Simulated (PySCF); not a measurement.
C4H9 (SMILES [CH2]C(C)C), doublet, geometry from GFN2-xTB, with bond 9-3 at 1.3 times its length; BLYP/STO-3G run with PySCF.

The PySCF input:
```python
from pyscf import gto, scf, dft

mol = gto.Mole()
mol.atom = '''
    C    -0.06016925    1.44249996    0.27961936
    C    -0.08390750    0.11146501   -0.35429513
    C    -1.18381101   -0.77275130    0.22969544
    C     1.28739346   -0.58580803   -0.20273367
    H     0.49416447    2.24451476   -0.16810711
    H    -0.48370750    1.59487803    1.25276322
    H    -0.25519959    0.23168623   -1.43397146
    H    -1.19933792   -1.74176142   -0.26430121
    H    -2.44835112   -0.16328235    0.06160254
    H    -1.01611072   -0.93093500    1.29282477
    H     1.27651791   -1.54727795   -0.71109000
    H     2.07506134    0.02834071   -0.63182061
    H     1.50811211   -0.74795018    0.84959330
'''
mol.basis = 'sto-3g'
mol.spin = 1
mol.verbose = 4
mol.build()

mf = dft.UKS(mol)
mf.xc = 'blyp'
mf.conv_tol = 1e-11
mf.kernel()
mf.analyze()
```

It wrote (shortened):

```
PySCF version 2.14.0

[INPUT] verbose = 4
[INPUT] num. atoms = 13
[INPUT] num. electrons = 33
[INPUT] charge = 0
[INPUT] spin (= nelec alpha-beta = 2S) = 1
[INPUT] symmetry False subgroup None
[INPUT] Mole.unit = angstrom
[INPUT] Symbol           X                Y                Z      unit          X                Y                Z       unit  Magmom
[...]
nuclear repulsion = 126.080418737016
number of shells = 21
number of NR pGTOs = 87
number of NR cGTOs = 29
basis = sto-3g
ecp = {}

******** <class 'pyscf.dft.uks.UKS'> ********
method = UKS
initial guess = minao
damping factor = 0
level_shift factor = 0
DIIS = <class 'pyscf.scf.diis.CDIIS'>
diis_start_cycle = 1
diis_space = 8
diis_damp = 0
SCF conv_tol = 1e-11
SCF conv_tol_grad = None
SCF max_cycles = 50
direct_scf = True
direct_scf_tol = 1e-13
number electrons alpha = 17  beta = 16
XC library pyscf.dft.libxc version 7.1.2
    S. Lehtola, C. Steigemann, M. J. T. Oliveira, and M. A. L. Marques,  SoftwareX 7, 1–5 (2018)
XC functionals = blyp
    A. D. Becke,  Phys. Rev. A 38, 3098 (1988)
    C. Lee, W. Yang, and R. G. Parr,  Phys. Rev. B 37, 785 (1988)
    B. Miehlich, A. Savin, H. Stoll, and H. Preuss,  Chem. Phys. Lett. 157, 200 (1989)
radial grids:
    Treutler-Ahlrichs [JCP 102, 346 (1995); DOI:10.1063/1.469408] (M4) radial grids

becke partition: Becke, JCP 88, 2547 (1988); DOI:10.1063/1.454033
pruning grids: <function nwchem_prune>
grids dens level: 3
symmetrized grids: False
atomic radii adjust function: <function treutler_atomic_radii_adjust>
small_rho_cutoff = 0
Set gradient conv threshold to 3.16228e-06
tot grids = 144744
init E= -155.686344086471

cycle= 1 E= -155.699642467266  delta_E= -0.0133  |g|= 0.146  |ddm|= 2.99
cycle= 2 E= -155.697428711929  delta_E= 0.00221  |g|= 0.161  |ddm|= 0.421
cycle= 3 E= -155.714661254977  delta_E= -0.0172  |g|= 0.0255  |ddm|= 0.235
cycle= 4 E= -155.715106604943  delta_E= -0.000445  |g|= 0.00728  |ddm|= 0.0441
cycle= 5 E= -155.715145742984  delta_E= -3.91e-05  |g|= 0.00177  |ddm|= 0.012
cycle= 6 E= -155.715147912037  delta_E= -2.17e-06  |g|= 0.000751  |ddm|= 0.00368
cycle= 7 E= -155.715148309757  delta_E= -3.98e-07  |g|= 0.000143  |ddm|= 0.00132
cycle= 8 E= -155.715148329918  delta_E= -2.02e-08  |g|= 2.31e-05  |ddm|= 0.000311
cycle= 9 E= -155.71514833048  delta_E= -5.62e-10  |g|= 1.29e-05  |ddm|= 5.84e-05
cycle= 10 E= -155.715148330616  delta_E= -1.37e-10  |g|= 4.44e-06  |ddm|= 2.55e-05
[...]
converged SCF energy = -155.715148330641  <S^2> = 0.75312525  2S+1 = 2.0031228
Total Energy =                        -155.715148330640716
[...]
spin_pop of  0 C 2px       0.67331
spin_pop of  0 C 2py       0.09377
spin_pop of  0 C 2pz       0.21076
spin_pop of  1 C 1s        0.00000
spin_pop of  1 C 2s       -0.00773
spin_pop of  1 C 2px      -0.00842
spin_pop of  1 C 2py      -0.01953
spin_pop of  1 C 2pz      -0.00992
spin_pop of  2 C 1s        0.00000
spin_pop of  2 C 2s        0.00160
spin_pop of  2 C 2px       0.00132
spin_pop of  2 C 2py       0.00368
spin_pop of  2 C 2pz       0.00158
spin_pop of  3 C 1s        0.00000
spin_pop of  3 C 2s        0.01199
spin_pop of  3 C 2px       0.02945
spin_pop of  3 C 2py       0.01082
spin_pop of  3 C 2pz       0.00198
spin_pop of  4 H 1s       -0.02988
spin_pop of  5 H 1s       -0.03008
spin_pop of  6 H 1s        0.02342
spin_pop of  7 H 1s       -0.00042
spin_pop of  8 H 1s       -0.00131
spin_pop of  9 H 1s       -0.00046
spin_pop of  10 H 1s        0.00391
spin_pop of  11 H 1s       -0.00182
spin_pop of  12 H 1s       -0.00200
 ** Mulliken Spin Density (per atom)  **
spin density of  0 C =      1.02184
spin density of  1 C =     -0.04560
spin density of  2 C =      0.00818
spin density of  3 C =      0.05424
spin density of  4 H =     -0.02988
spin density of  5 H =     -0.03008
spin density of  6 H =      0.02342
spin density of  7 H =     -0.00042
spin density of  8 H =     -0.00131
spin density of  9 H =     -0.00046
spin density of  10 H =      0.00391
spin density of  11 H =     -0.00182
spin density of  12 H =     -0.00200
 ** Mulliken pop alpha/beta on meta-lowdin orthogonal AOs **
 ** Mulliken pop       alpha | beta **
[...]
In total            17.00000 | 16.00000
 ** Mulliken atomic charges   ( Nelec_alpha | Nelec_beta ) **
charge of  0C =     -0.09527  (     3.55855      2.53672 )
charge of  1C =     -0.01356  (     2.98398      3.02958 )
charge of  2C =     -0.09530  (     3.05174      3.04356 )
charge of  3C =     -0.13602  (     3.09513      3.04089 )
charge of  4H =      0.03581  (     0.46716      0.49704 )
charge of  5H =      0.03771  (     0.46610      0.49618 )
charge of  6H =      0.04312  (     0.49015      0.46673 )
charge of  7H =      0.04083  (     0.47937      0.47980 )
charge of  8H =      0.00619  (     0.49625      0.49756 )
charge of  9H =      0.04085  (     0.47934      0.47980 )
charge of  10H =      0.04474  (     0.47958      0.47568 )
charge of  11H =      0.04632  (     0.47593      0.47775 )
charge of  12H =      0.04458  (     0.47671      0.47871 )
Dipole moment(X, Y, Z, Debye):  0.27418, -0.21009, -0.04394
```
